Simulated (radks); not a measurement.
Polarisability of neutral selenium, [Ar] 3d10 4s2 4p4, at imaginary frequency. All-electron calculation, non-relativistic Kohn-Sham, PBE, spin-polarised, spherical densities, point nucleus; open shells are filled with parallel spins first. Program: a radial shooting solver on a logarithmic mesh with Libxc functionals. Response by self-consistent Sternheimer equations with the Hartree and adiabatic LDA kernel.

| w (hartree) | alpha1(iw) (bohr^3) |
|---|---|
| 0.00266 | 27.85 |
| 0.0143 | 27.81 |
| 0.0360 | 27.55 |
| 0.0697 | 26.76 |
| 0.118 | 25.02 |
| 0.186 | 22.02 |
| 0.280 | 17.92 |
| 0.413 | 13.31 |
| 0.605 | 8.951 |
| 0.892 | 5.437 |
| 1.35 | 2.991 |
| 2.12 | 1.500 |
| 3.59 | 0.6849 |
| 6.94 | 0.2639 |
| 17.5 | 0.06285 |

Static values: alpha1 = 27.85 bohr^3 (4.128 angstrom^3; uncoupled 41.49). C6 = 232.7, triple-dipole C9 = 4629 atomic units. One-pole (London) frequency 4 C6 / (3 alpha1^2) = 0.400 hartree, against 0.207 for minus the highest occupied eigenvalue. Recommended static value: 28.9 bohr^3 (Schwerdtfeger and Nagle, 2023 table).
